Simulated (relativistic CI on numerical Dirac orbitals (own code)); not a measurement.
Energy levels of Se VII

Method of calculation: Dirac-Coulomb-Breit CI, KLI orbitals optimised for each configuration, model QED, valence Slater integrals scaled by 0.9, P86 correlation estimate, and configurations built on the next ion tied to the tabulated ionisation energy (semi-empirical) (own radial code, finite nucleus).

Configurations in the expansion (outside the closed core [Ne] 3s2): 3p6 3d10, 3p6 3d9 4s, 3p6 3d9 4p, 3p6 3d9 4d, 3p6 3d9 5s, 3p6 3d9 4f, 3p6 3d9 5p, 3p6 3d8 4s2, 3p6 3d9 5d, 3p6 3d9 5f, 3p6 3d9 5g, 3p6 3d8 4s 4p, 3p6 3d8 4p2, 3p6 3d8 4s 4d, 3p5 3d10 4s, 3p6 3d8 4p 4d. Levels of other configurations are missing.

```tsv
No.	Configuration	Term	J	E (eV)	%	Next component (%)	jj configuration (%)
41	3p6 3d9 5p	3F°	3	110.162	56	36 1F°	3d5/2^5 5p1/2 (95)
42	3p6 3d9 5p	3F°	4	110.358	100		3d5/2^5 5p3/2 (100)
43	3p6 3d9 5p	3P°	1	110.429	73	20 1P°	3d5/2^5 5p3/2 (80)
44	3p6 3d9 5p	1D°	2	110.597	41	29 3D°	3d5/2^5 5p3/2 (69)
45	3p6 3d9 5p	3D°	3	110.709	79	20 1F°	3d5/2^5 5p3/2 (96)
46	3p6 3d9 5p	3P°	0	110.967	100		3d3/2^3 3d5/2^6 5p3/2 (100)
47	3p6 3d9 5p	3F°	2	110.996	70	27 1D°	3d3/2^3 3d5/2^6 5p1/2 (87)
48	3p6 3d9 5p	1P°	1	111.184	79	18 3P°	3d3/2^3 3d5/2^6 5p1/2 (63)
49	3p6 3d9 5p	3F°	3	111.333	44	43 1F°	3d3/2^3 3d5/2^6 5p3/2 (98)
50	3p6 3d9 5p	3D°	1	111.451	91	9 3P°	3d3/2^3 3d5/2^6 5p3/2 (68)
51	3p6 3d9 5p	3D°	2	111.546	61	31 1D°	3d3/2^3 3d5/2^6 5p3/2 (93)
52	3p6 3d9 4f	3P°	0	112.435	100		3d5/2^5 4f5/2 (100)
53	3p6 3d9 4f	3P°	1	112.507	90	9 3D°	3d5/2^5 4f5/2 (76)
54	3p6 3d9 4f	3P°	2	112.624	63	22 3D°	3d5/2^5 4f7/2 (73)
55	3p6 3d9 4f	3H°	6	112.696	100		3d5/2^5 4f7/2 (100)
56	3p6 3d9 4f	3H°	5	112.733	51	49 1H°	3d5/2^5 4f5/2 (95)
57	3p6 3d9 4f	1D°	2	112.881	40	33 3F°	3d5/2^5 4f5/2 (77)
58	3p6 3d9 4f	3D°	3	112.887	66	28 3F°	3d5/2^5 4f7/2 (64)
59	3p6 3d9 4f	3F°	4	112.984	79	11 3G°	3d5/2^5 4f7/2 (87)
60	3p6 3d9 4f	1G°	4	113.009	40	33 3G°	3d5/2^5 4f5/2 (84)
61	3p6 3d9 4f	3G°	5	113.010	74	14 1H°	3d5/2^5 4f7/2 (93)
62	3p6 3d9 4f	1F°	3	113.051	46	27 3F°	3d5/2^5 4f5/2 (65)
63	3p6 3d9 4f	3D°	1	113.105	80	14 1P°	3d5/2^5 4f7/2 (57)
64	3p6 3d9 4f	3D°	2	113.501	38	37 3P°	3d3/2^3 3d5/2^6 4f7/2 (87)
65	3p6 3d9 4f	3H°	4	113.636	72	15 1G°	3d3/2^3 3d5/2^6 4f5/2 (91)
66	3p6 3d9 4f	3H°	5	113.653	38	36 1H°	3d3/2^3 3d5/2^6 4f7/2 (97)
67	3p6 3d9 4f	3F°	2	113.779	67	21 1D°	3d3/2^3 3d5/2^6 4f5/2 (91)
68	3p6 3d9 4f	3F°	3	113.810	42	29 3D°	3d3/2^3 3d5/2^6 4f7/2 (98)
69	3p6 3d9 4f	3G°	4	113.910	44	36 1G°	3d3/2^3 3d5/2^6 4f7/2 (95)
70	3p6 3d9 4f	3G°	3	113.936	71	25 1F°	3d3/2^3 3d5/2^6 4f5/2 (99)
71	3p6 3d9 4f	1P°	1	114.271	85	11 3D°	3d3/2^3 3d5/2^6 4f5/2 (76)
72	3p6 3d8 4s2‡	3F	4	116.450	97	2 3p6 3d8 4p2 3F	3d5/2^4 (83)
73	3p6 3d8 4s2‡	3F	3	117.204	97	2 3p6 3d8 4p2 3F	3d3/2^3 3d5/2^5 (97)
74	3p6 3d8 4s2‡	3F	2	117.620	92	5 1D	3d3/2^2 3d5/2^6 (46)
75	3p6 3d9 5d	3S	1	119.422	78	17 3P	3d5/2^5 5d3/2 (58)
76	3p6 3d9 5d	3P	2	119.690	49	18 3p6 3d8 4s2 3P	3d5/2^5 5d5/2 (35)
77	3p6 3d9 5d	3G	5	119.738	100		3d5/2^5 5d5/2 (100)
78	3p6 3d9 5d	3G	4	119.752	54	44 1G	3d5/2^5 5d3/2 (95)
79	3p6 3d9 5d	1P	1	119.779	51	24 3D	3d5/2^5 5d5/2 (60)
80	3p6 3d9 5d	3D	2	119.885	32	27 3p6 3d8 4s2 1D	3d5/2^5 5d3/2 (58)
81	3p6 3d9 5d	3D	3	119.907	83	15 3F	3d5/2^5 5d5/2 (60)
82	3p6 3d9 5d	1F	3	120.000	49	26 3F	3d5/2^5 5d3/2 (58)
83	3p6 3d9 5d	3F	4	120.046	79	15 1G	3d5/2^5 5d5/2 (94)
84	3p6 3d9 5d	1D	2	120.129	28	20 3P	3d5/2^5 5d5/2 (60)
85	3p6 3d9 5d	3P	0	120.196	94	5 3p6 3d8 4s2 3P	3d3/2^3 3d5/2^6 5d3/2 (52)
```

Energies count from the lowest computed level; ° marks odd parity. Filled j subshells are mostly left out of the jj labels. ‡ marks configurations that were not tied to measured data.

The mean weight of the leading LS term, summed over parents, in these 45 levels is 68 %, and that of the leading jj configuration (from the same eigenvectors) 80 %, so jj coupling describes them better and the LS labels are nominal.

Configurations that consist of the next ion and one excited electron were tied to the tabulated ionisation energy; Rydberg ones are usually within 1,000 to 3,000 cm⁻¹ and the lowest ones within about 6,000 (9,000 in d shells), while levels on excited terms of the next ion carry the error of that term, and the other configurations can be misplaced by 10,000 cm⁻¹ or more. Rates follow the energies as ν³ (E1, M1) or ν⁵ (E2), so rates, branching and lifetimes can be off by large factors. 5 of the 9 excited levels that our extract of the measured tables holds in this range could be paired (the sources list more); they are missed by 7478 cm⁻¹ on average and 12562 at most, and levels without a partner can miss by more.

LS names give the leading component of a level, which can be under half, so a name can repeat, a term be missing and a line seem to break the LS rules.
